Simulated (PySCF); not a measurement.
F2La (SMILES [F][La+][F]), charge +1, singlet, at a GFN2-xTB geometry (such geometries of metal compounds can be far from the true shape) (the multiplicity is a formal guess) (core potentials on La).

The PySCF input:
```python
from pyscf import gto, scf, dft

mol = gto.M(
    atom='''
La    0.33966094    0.23556775    0.06908115
F    -1.54856663    0.24526234   -1.27331975
F    -0.60261932   -1.73719143    0.83580577
''',
    basis='def2-svp',
    ecp={'La': 'def2-svp'},
    charge=1,
    verbose=3,
)

mf = dft.RKS(mol)
mf.xc = 'm062x'
mf.kernel()
mf.analyze()
```

Question: What is the computed total energy (M062X/def2-SVP (PySCF))?

Answer: -230.8066 Eh

Question: Give the nuclear repulsion energy at the level M062X/def2-SVP.

Answer: 59.3007 Eh

Question: Estimate the HOMO-LUMO gap that M062X/def2-SVP returns for this input.

Answer: 8.25 eV

Question: Estimate the HOMO energy that M062X/def2-SVP returns for this input.

Answer: -15.84 eV

Question: What number of basis functions does M062X/def2-SVP give?

Answer: 60
